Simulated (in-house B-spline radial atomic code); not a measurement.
A calculation on neutral tin: its settings, and results tabulated from the run. Method: scalar-relativistic (X2C) PBE, spherical fractional occupations, Fermi nucleus of rms radius 4.6519 fm, inside a hard spherical wall at 3.52 bohr. Calculated with a radial B-spline atomic code at the basis-set limit.

Command:
```bash
python run_scf.py task.json out
```
Settings (nuclear radius in fm, mass in u):
```
Z                50
configuration    [Kr] 4d10 5s2 5p2
hamiltonian      x2c
method           pbe,pbe
spin_polarised   False
nucleus          fermi
rms_radius       4.6519
atomic_mass      119.9022
speed_of_light   137.035999084
wall_radius      3.52
```

Output (hartree, bohr):
```
 radial grid: 61 intervals, B-splines of order 8, outer radius 3.52 bohr

 iter        energy (Eh)    residual
    1       -6174.085037    4.51e-01
    2       -6174.112997    1.63e-01
    3       -6175.060035    1.02e-02
    4       -6175.063935    4.75e-03
    5       -6175.064050    2.24e-03
    6       -6175.064092    5.30e-04
    7       -6175.064103    1.19e-04
    8       -6175.064104    4.63e-07

 total energy                     -6175.06410
 kinetic                            6508.3670
 electron-nucleus                 -15017.1588
 Hartree                            2500.4783
 exchange-correlation               -166.7506

 orbital      occ     eigenvalue          <r>       <r^2>       <1/r>       r_max
 1s         2.000     -1063.8089    0.0284756  0.00110788     55.4993     0.01808
 2s         2.000      -160.2592     0.125019    0.018492      12.582       0.106
 2p         6.000      -143.9118     0.109319   0.0146057     11.7017     0.08465
 3s         2.000       -30.6022      0.33918    0.131677     4.40294      0.3078
 3p         6.000       -25.2489      0.33751    0.132293     4.11533       0.301
 3d        10.000       -16.9651     0.314718    0.117591      3.8649      0.2511
 4s         2.000        -4.5221     0.820131    0.761742     1.71361      0.7466
 4p         6.000        -2.9062     0.888848    0.904249     1.53818      0.7893
 4d        10.000        -0.5756      1.10993     1.45883     1.20378      0.8905
 5s         2.000         0.0156      1.97154     4.22146    0.642525       1.939
 5p         2.000         0.4058      2.08485     4.70163    0.604798       2.133
```

Run time, properties included: 0.06 s on 1 thread of Arm Neoverse V2, on a shared host.

One-electron X2C: radii and densities carry no picture-change correction, so inner-shell <1/r> comes out high (for 1s by about 2 % at Z = 33, 5 % at 54, 10 % at 75, 30 % at 118) and <r> low.
